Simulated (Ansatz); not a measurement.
Isolated molecules relaxed with PBE0-D4/def2-TZVP in Ansatz; ΔE leaves out vibrations. CCSD(T)/CBS is the MP2 limit (def2-TZVPP, def2-QZVPP) plus CCSD(T) − MP2 in def2-TZVPP, frozen cores. Functionals use def2-TZVPP. B3LYP here is the variant with VWN-RPA as its local correlation; programs differ in this. Each species was taken in one conformer, which may not be the lowest.

Consider the ligand exchange at the Si–C bond: `O[SiH2]CC[SiH3]` + `O[Si](O)(O)S` → `O[SiH2]S[Si](O)(O)O` + `CC[SiH3]`.

```tsv
level	ΔE (kJ/mol)	difference from CCSD(T)/CBS
PBE-D4	-89.0	-2.6
r2SCAN-D4	-92.1	-5.7
B3LYP-D4	-87.0	-0.6
ωB97X-V	-85.7	0.7
MP2/def2-TZVPP	-89.4	-3.0
CCSD(T)/def2-TZVPP	-84.5	1.9
MP2/def2-QZVPP	-90.3	-3.9
SCS-MP2/def2-QZVPP	-86.8	-0.4
HF/CBS(def2)	-81.7	4.7
CCSD/CBS(def2)	-84.0	2.4
CCSD(T)/CBS	-86.4	0
```

Largest T1 diagnostic among the species: 0.012.

The D4 term adds −4.6 kJ/mol with B3LYP and −2.2 kJ/mol with PBE0; it sums over pairs of atoms, weighted by their polarisabilities, and B3LYP, whose exchange is more repulsive, gets the larger term.
